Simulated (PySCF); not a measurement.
Compound: C₂H₉NSi.
SMILES with atom numbers: `[CH3:1][NH:2][SiH2:3][CH3:4]` (hydrogens: H5, H6, H7 on C1; H8 on N2; H9, H10 on Si3; H11, H12, H13 on C4)

Torsions of this conformer, `[CH3:1][NH:2][SiH2:3][CH3:4]`: C1–N2–Si3–C4 -62°.

The closed-shell ground state was solved at several levels (PySCF, density fitting, gas phase, non-relativistic). The structure is a single PBE0-D3(BJ)/def2-SVP conformer in the gas phase; no vibrational or solvent corrections.

```csv
level,basis functions,total energy (Eh),HOMO (eV),LUMO (eV),gap (eV),dipole (D)
PBE0/pcSseg-1,120,-425.5748,-6.58,1.15,7.73,0.91
PBE/pcSseg-2,277,-425.6269,-5.31,-0.25,5.06,0.87
```

Task: What might wB97X-D/def2-SVPD (156 basis functions) give for the same quantities?

Result: Total energy -425.6676 Eh, HOMO -8.53 eV, LUMO 2.21 eV, gap 10.74 eV, dipole 0.82 D.

Task: Over all these levels, which gives the widest orbital gap and which the narrowest?

Result: wB97X-D/def2-SVPD (range-separated hybrid) has the widest, 10.74 eV, and PBE/pcSseg-2 (GGA) the narrowest, 5.06 eV. Functional and basis both differ between the two, so the spread mixes both effects.

Task: How far do the dipole and the HOMO energy spread over the levels?

Result: The dipole runs from 0.82 to 0.91 D (mean 0.87 D) and the HOMO from -8.53 to -5.31 eV.

wB97X-D is run here without its empirical dispersion term; that term would change no orbital, density or response property at a fixed geometry.
